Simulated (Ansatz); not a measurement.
Geometry optimisation, Ansatz, UKS BLYP/def2-SVP.

Input file:

```yaml
crystal:
  periodic: [false, false, false]
  atoms:
    - { symbol: Al, position_ang: [0.0, 0.0, 0.0] }
    - { symbol: F, position_ang: [0.0, 0.0, 1.94] }
    - { symbol: O, position_ang: [1.5415, 0.0, -0.89] }
    - { symbol: H, position_ang: [1.8414, -0.9519, -1.0449] }
    - { symbol: "N", position_ang: [-1.6627, 0.0, -0.96] }
    - { symbol: H, position_ang: [-2.3316, -0.8164, -0.8614] }
    - { symbol: H, position_ang: [-1.9118, 0.8164, -1.5886] }
    - { symbol: F, position_ang: [0.0, 0.0, 3.38] }
magnetization:
  spin_polarized: true
  initial_magnetization: 1
basis:
  gaussian: { orbitals: def2-SVP }
hamiltonian:
  xc: blyp
relax:
  f_tol: 0.15
  max_steps: 25
  restrain:
    - { distance: [1, 7], at: 1.14, k: 30.0 }
    - { distance: [0, 1], at: 2.89, k: 30.0 }
```

Launched with:

```bash
$ ansatz run input.yaml --threads 4 --pin off --max-ram 5120MiB --backend cpu --events-out ev --progress --plain --runs-dir out
```

Problem. Where does it end, and by what steps?

Solution. It converged. The restraints hold the end off the free minimum; the threshold counts their pulls, which the force column leaves out. Restrained pairs: F2–F8 (1.44 → 1.35 Å), Al1–F2 (1.94 → 2.88 Å). After 12 steps the energy has risen by 0.919 eV (the restraints' own energy left out); H6 moved furthest, 0.81 Å. The start is strongly strained (largest force component 13 eV/Å), so its close contacts needn't be bonds.

```
step  energy less start (eV)  largest force component (eV/Å)  accepted
   0                  0.0000                          12.501       yes
   1                  0.4598                          10.035       yes
   2                  1.4655                           9.245       yes
   3                  1.2955                           7.132       yes
   4                  1.1325                           6.722       yes
   5                  1.0383                           6.282       yes
   6                  0.9727                           6.279       yes
   7                  0.9565                           6.239       yes
   8                  0.9658                           6.440       yes
   9                  0.9571                           6.451       yes
  10                  0.9540                           6.457       yes
  11                  1.2275                           6.583        no
  12                  0.9185                           6.467       yes
```

```xyz
8
Properties=species:S:1:pos:R:3
Al -0.044 -0.450 -0.390
F -0.010 -0.297 2.484
O 1.369 -0.144 -1.336
H 2.251 -0.454 -1.060
N -1.652 0.007 -1.025
H -2.532 -0.116 -0.518
H -1.823 0.402 -1.956
F -0.083 0.098 3.776
```

Time of the run: 37 s on 4 threads of AMD EPYC 7571 (shared host), peak memory 0.19 GiB.
